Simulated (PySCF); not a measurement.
Does the structure fit the spectrum?

A compound C5H11FO2Si gives the data below (simulated from a calculation) and was assigned the structure `CC(C)OC(=O)[SiH2]CF`.

¹³C{¹H} NMR (computed): δ 184.7 (C), 83.0 (C), 29.3 (CH3, 3C).

¹H NMR (300 MHz, computed): δ 5.05 (m, 2H), 1.63 (s, 9H).

How the numbers were obtained: geometry: GFN2-xTB, GIAO PBE0/pcSseg-1 shieldings, in PySCF (averaged over atoms made equivalent by symmetry, fast rotation or ring inversion, in vacuum, non-relativistic, one conformer).

References, each an isolated molecule treated in the same way: ¹H (σ = 31.72 ppm) and ¹³C (σ = 186.93 ppm) against TMS.

Problem. Compare with the shifts computed for the proposed structure, pairing carbons in order of shift.

Solution. Numbering as in the mapped SMILES `[CH3:1][CH:2]([CH3:3])[O:4][C:5](=[O:6])[SiH2:7][CH2:8][F:9]`; H(Xn) means a hydrogen on atom n.

| atom | computed for proposal | given list | difference |
| --- | --- | --- | --- |
| C5 | 186.4 | 184.7 | +1.7 |
| C8 | 76.9 | 83.0 | -6.1 |
| C2 | 69.0 | 29.3 | +39.7 |
| C1 | 23.7 | 29.3 | -5.6 |
| C3 | 23.7 | 29.3 | -5.6 |

The rms difference is 18.3 ppm and the largest +39.7 ppm at C2 (sp3 CH bonded to O). The proposal also would give 4 carbon signals, not 3. The carbon types in order of shift don't match either: C, CH2, CH, CH3, CH3 for the proposal against C, C, CH3, CH3, CH3 in the data. The proposal doesn't fit.

Problem. Which isomer fits?

Solution. SMILES CC(C)(C)OC(=O)[SiH2]F.

Carbon types of the structure: 2 × C, 3 × CH3, leaving 2 H on heteroatoms. δC 184.7: carbonyl carbon. δC 83.0: fully substituted sp3 carbon bonded to O; pulled downfield by the heteroatom. δC 29.3: methyl carbon; saturated and bonded to C and H only. δH 5.05: hydrogen on a silicon bonded to C, F.

Other isomers checked: C=CC[Si](F)(OC)OC (rms 29.9 ppm); CO/C=C(/CCF)[SiH2]O (rms 32.1 ppm).

The data come from this structure; uniqueness wasn't tested.

Splittings by ¹⁹F in the carbon and heteronuclear signals aren't shown, as no couplings were computed. Shifts are as computed. Against solution values, carbons near 30 ppm lie about +3 ppm off and those near 130 ppm about +5 ppm. Of 1211 compounds with measured shifts, 218 miss one by over three times the rms of a fit or turn the order of signals round; such compounds aren't used in these exercises. No couplings were computed; multiplicities are counted from neighbouring protons, with m where these are inequivalent, close in shift, in a saturated or five-membered ring or joined by F or P, and br s for small geminal =CH2 splittings.
